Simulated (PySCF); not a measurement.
# Ni(2+): ionisation energy

Ni(2+) [Ar] 3d8 (3F) → Ni(3+) [Ar] 3d7 (4F), as a difference of total energies. All numbers are calculated (PySCF 2.14, scalar relativity by spin-free X2C-1e, in dyall-acv2z (16s12p7d2f, 101 functions)). Correlated levels: valence: [Ar] frozen; valence and next inner shell: [Ne] frozen; virtual orbitals above 40 to 60 times the deepest correlated orbital energy dropped. The calculations carry no spin-orbit coupling.

| method | ionisation energy (eV) |
| --- | --- |
| UHF | 32.592 |
| LDA | 36.278 |
| PBE | 35.824 |
| PBE0 | 35.316 |
| r2SCAN | 35.449 |
| BLYP | 35.842 |
| TPSS | 35.418 |
| TPSSh | 35.253 |
| B97-3 | 35.256 |
| MP2 (valence) | 34.655 |
| SCS-MP2 (valence) | 34.583 |
| MP2 (valence and next inner shell) | 35.137 |
| SCS-MP2 (valence and next inner shell) | 34.920 |

Q: How much does correlation contribute at MP2 (valence and next inner shell)?

A: 35.137 − (32.592) = 2.545 eV, measured against UHF.

A first-order spin-orbit estimate (lowest level to lowest level, LS coupling) adds -0.013 eV.

Errors of the correlated levels include the incompleteness of this basis and the frozen core.

For comparison: 35.187 ± 0.019 eV (measured; NIST Atomic Spectra Database, ionization energies).
